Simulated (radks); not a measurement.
The numbers below are computed, except where a source is named.
Problem. Hf XXIX, configuration [Kr] 4d8 (the NIST ground configuration). Code: a radial shooting solver on a logarithmic mesh with Libxc functionals. Model: scalar-relativistic Kohn-Sham, PBE, spin-polarised, spherical densities, finite nucleus; open shells are filled with parallel spins first (spin-orbit coupling, left out, can overturn this in heavy ions); Fermi nuclear charge, rms radius 5.347 fm. Some entries of the table are withheld. Estimate them.

orbital,occ.,eigenvalue (eV),<r^2> (bohr^2)
1s up,1,-66244.94,0.0004952
1s down,1,-66244.91,0.0004952
2s up,1,-12149.67,0.007647
2s down,1,-12147.81,0.007646
2p up,3,-10789.46,0.006289
2p down,3,-10787.97,0.006288
3s up,1,-3528.471,0.04935
3s down,1,-3527.598,0.04932
3p up,3,-3121.699,0.04984
3p down,3,-3120.721,0.04981
3d up,5,-2643.025,(1)
3d down,5,-2641.507,(2)
4s up,1,-1409.906,0.2159
4s down,1,-1405.580,0.2161
4p up,3,-1265.227,(3)
4p down,3,-1260.972,(4)
4d up,5,-1083.040,(5)
4d down,3,-1078.814,(6)

Solution. 
(1) 3d up <r^2> (bohr^2): 0.04126
(2) 3d down <r^2> (bohr^2): 0.04124
(3) 4p up <r^2> (bohr^2): 0.2339
(4) 4p down <r^2> (bohr^2): 0.2342
(5) 4d up <r^2> (bohr^2): 0.2440
(6) 4d down <r^2> (bohr^2): 0.2444
